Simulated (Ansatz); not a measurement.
H18InN3Si6 (`[SiH3][N]([SiH3])[In]([N]([SiH3])[SiH3])[N]([SiH3])[SiH3]`). Charge 0, multiplicity 1. In: def2 effective core potential. Geometry: relaxed with PBE0-D4/def2-TZVP. It is one conformer, not always the lowest.

```xyz
28

Si    2.238   -2.300   -0.548
N     1.706   -1.005    0.466
Si    2.607   -0.551    1.869
In   -0.001   -0.001    0.000
N    -1.462   -0.920   -1.074
Si   -1.597   -2.644   -1.036
Si   -2.556    0.028   -2.019
N    -0.244    1.925    0.609
Si   -1.838    2.554    0.836
Si    1.146    2.912    0.897
H     1.416   -2.301   -1.790
H     2.112   -3.629    0.109
H     3.668   -2.111   -0.921
H     3.913    0.076    1.529
H     2.884   -1.745    2.717
H     1.802    0.420    2.660
H    -2.999   -3.046   -0.732
H    -0.705   -3.169    0.035
H    -1.214   -3.275   -2.328
H    -2.051    1.429   -2.070
H    -3.934    0.039   -1.457
H    -2.635   -0.504   -3.408
H    -1.954    3.200    2.174
H    -2.810    1.428    0.762
H    -2.203    3.568   -0.190
H     1.337    3.220    2.341
H     1.022    4.206    0.169
H     2.352    2.195    0.398
```

Q: What is the dipole moment at PBE/def2-TZVPP? (Estimate.)

A: Ansatz gave: 0.00 D, zero by symmetry or nearly so.

Q: Give the Mulliken charges with PBE, ωB97M-V, r2SCAN in def2-TZVPP. (Estimate.)

A: Computed: 
```json
{"atom": "Si1", "PBE": "0.21", "ωB97M-V": "0.17", "r2SCAN": "0.32"}
{"atom": "N2", "PBE": "-0.30", "ωB97M-V": "-0.44", "r2SCAN": "-0.48"}
{"atom": "Si3", "PBE": "0.21", "ωB97M-V": "0.17", "r2SCAN": "0.32"}
{"atom": "In4", "PBE": "0.59", "ωB97M-V": "0.69", "r2SCAN": "0.79"}
{"atom": "N5", "PBE": "-0.30", "ωB97M-V": "-0.44", "r2SCAN": "-0.48"}
{"atom": "Si6", "PBE": "0.21", "ωB97M-V": "0.17", "r2SCAN": "0.32"}
{"atom": "Si7", "PBE": "0.21", "ωB97M-V": "0.17", "r2SCAN": "0.32"}
{"atom": "N8", "PBE": "-0.30", "ωB97M-V": "-0.44", "r2SCAN": "-0.48"}
{"atom": "Si9", "PBE": "0.21", "ωB97M-V": "0.17", "r2SCAN": "0.32"}
{"atom": "Si10", "PBE": "0.21", "ωB97M-V": "0.17", "r2SCAN": "0.32"}
{"atom": "H11", "PBE": "-0.04", "ωB97M-V": "-0.02", "r2SCAN": "-0.06"}
{"atom": "H12", "PBE": "-0.06", "ωB97M-V": "-0.02", "r2SCAN": "-0.07"}
{"atom": "H13", "PBE": "-0.06", "ωB97M-V": "-0.03", "r2SCAN": "-0.07"}
{"atom": "H14", "PBE": "-0.06", "ωB97M-V": "-0.02", "r2SCAN": "-0.07"}
{"atom": "H15", "PBE": "-0.06", "ωB97M-V": "-0.03", "r2SCAN": "-0.07"}
{"atom": "H16", "PBE": "-0.04", "ωB97M-V": "-0.02", "r2SCAN": "-0.06"}
{"atom": "H17", "PBE": "-0.06", "ωB97M-V": "-0.03", "r2SCAN": "-0.07"}
{"atom": "H18", "PBE": "-0.04", "ωB97M-V": "-0.02", "r2SCAN": "-0.06"}
{"atom": "H19", "PBE": "-0.06", "ωB97M-V": "-0.02", "r2SCAN": "-0.07"}
{"atom": "H20", "PBE": "-0.04", "ωB97M-V": "-0.02", "r2SCAN": "-0.06"}
{"atom": "H21", "PBE": "-0.06", "ωB97M-V": "-0.02", "r2SCAN": "-0.07"}
{"atom": "H22", "PBE": "-0.06", "ωB97M-V": "-0.03", "r2SCAN": "-0.07"}
{"atom": "H23", "PBE": "-0.06", "ωB97M-V": "-0.03", "r2SCAN": "-0.07"}
{"atom": "H24", "PBE": "-0.04", "ωB97M-V": "-0.02", "r2SCAN": "-0.06"}
{"atom": "H25", "PBE": "-0.06", "ωB97M-V": "-0.02", "r2SCAN": "-0.07"}
{"atom": "H26", "PBE": "-0.06", "ωB97M-V": "-0.02", "r2SCAN": "-0.07"}
{"atom": "H27", "PBE": "-0.06", "ωB97M-V": "-0.03", "r2SCAN": "-0.07"}
{"atom": "H28", "PBE": "-0.04", "ωB97M-V": "-0.02", "r2SCAN": "-0.06"}
```
